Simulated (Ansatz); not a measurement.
Abridged output of a molecular run in Ansatz:

```
Functional definition: HF
  name "HF"
  cite "Fock, Z. Phys. 61, 126 (1930) doi:10.1007/BF01340294"
  parent pbe
  exchange = exact_x
  correlation = 0
1078 factors; integrals over basis functions are off by at most 1.2e-3 eV
mean field evaluation 1: about -27218.0677 eV, gradient 4.0e1 eV
mean field evaluation 2: about -27218.1505 eV, gradient 4.0e1 eV
mean field evaluation 4: about -27221.9087 eV, gradient 4.2e0 eV
mean field evaluation 8: about -27221.9964 eV, gradient 2.5e-1 eV
mean field -27221.99678609 eV, -1000.3899301566 hartree, gradient 2.4e-6 eV, S^2 0.000000; 0 other end points of the search recorded, 0 dependent functions left out
14 core orbitals not correlated: weight in the atoms' cores, before any rotation towards them, 1.000 or more for the frozen orbitals, at most 0.000 for the correlated occupied ones
reference -27221.99678609 eV, -1000.3899301566 hartree; 18, 18 occupied and 80, 80 virtual orbitals, 1078 factors
second order -23.13959118 eV of doubles, -0.00000000 eV of singles
cycle   1  -23.71782328 eV  change   -5.8e-1 eV  update   1.2e-1
cycle   2  -24.32051399 eV  change   -6.0e-1 eV  update   3.5e-2
cycle   3  -24.48381532 eV  change   -1.6e-1 eV  update   1.9e-2
cycle   4  -24.47591655 eV  change    7.9e-3 eV  update   4.4e-3
cycle   5  -24.47476600 eV  change    1.2e-3 eV  update   1.8e-3
cycle   6  -24.47536134 eV  change   -6.0e-4 eV  update   5.6e-4
cycle   7  -24.47511154 eV  change    2.5e-4 eV  update   2.1e-4
cycle   8  -24.47506414 eV  change    4.7e-5 eV  update   7.9e-5
cycle   9  -24.47510348 eV  change   -3.9e-5 eV  update   3.6e-5
cycle  10  -24.47510626 eV  change   -2.8e-6 eV  update   1.9e-5
perturbative correction -0.65758375 eV, -0.0241657571 hartree
Total energy: -27247.12947610 eV, -1001.3135394789 hartree
```

Its atoms:

Z-matrix (Å, degrees):
```
C
C 1 1.500
Si 1 1.911 2 110.2
F 1 1.383 2 109.9 3 121.8
H 1 1.097 2 108.8 3 -119.0
O 2 1.200 1 123.1 3 61.3
H 2 1.111 1 114.2 3 -117.2
Cl 3 2.045 1 107.9 2 178.6
H 3 1.477 1 108.8 2 -62.4
H 3 1.479 1 109.1 2 60.4
```

Task: Which basis set was used?
A. def2-TZVPP
B. def2-TZVPPD
C. def2-SVP
D. def2-QZVPP

Result: C. It gives 112 functions.

Task: Write the keys of the input that set method, charge and spin (a neutral closed shell needs none for the last two).

Result: 
```yaml
correlation: {method: ccsd_t}
```
